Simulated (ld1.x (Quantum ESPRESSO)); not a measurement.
**Debugging a pseudopotential input (Be (Z = 4), ld1.x (Quantum ESPRESSO) 7.5)**

Command:

```bash
ld1.x < Be.in > Be.out
```

Input:

```
&input
   title='Be', zed=4., rel=0, dft='PBE', iswitch=3,
   config='[He] 2s1.75 2p0.25 3d-2',
   nld=3, rlderiv=4.90, eminld=-2.0, emaxld=5.0, deld=0.02
 /
 &inputp
   pseudotype=3, tm=.false., lloc=-1, rcloc=2.95,
   nlcc=.true., rcore=2.10,
   which_augfun='PSQ', rmatch_augfun=1.70,
   file_pseudopw='Be.UPF', file_wfcaegen='ae.wfc', file_wfcncgen='nc.wfc', file_beta='beta', file_chi='chi', file_wfcusgen='us.wfc'
 /
5
2S  1  0   1.75   0.00  1.75  2.20  0.0
2S  1  0   0.00   0.05  1.75  2.20  0.0
2P  2  1   0.25   0.00  3.80  4.30  0.0
2P  2  1   0.00   1.20  3.80  4.30  0.0
3D  3  2  -2.00   0.20  4.00  4.50  0.0
 &test
   configts(1)='2s1.75 2p0.25'
 /
```

This is an input that runs to its end, with one change: tm switched.

Q: How does the run end?

A: The program runs through. The occupied levels of the test differ from the all-electron ones by at most 0.00000 Ry (unchanged input: 0.00000 Ry). Messages: US requires at least two energies per channel 3D.

```

     Etot =     -29.194077 Ry,     -14.597039 Ha,    -397.205654 eV
     Etotps =    -1.933324 Ry,      -0.966662 Ha,     -26.304214 eV

     Ekin =       0.684595 Ry,       0.342297 Ha,       9.314386 eV
     Encl =      -3.388261 Ry,      -1.694130 Ha,     -46.099634 eV
     Ehrt =       1.365943 Ry,       0.682972 Ha,      18.584602 eV
     Ecxc =      -0.748903 Ry,      -0.374452 Ha,     -10.189346 eV
     (Ecc =      -0.000376 Ry,      -0.000188 Ha,      -0.005120 eV)
     Epseu=       0.153302 Ry,       0.076651 Ha,       2.085779 eV

     ---------------------- End of pseudopotential test ----------------------
```
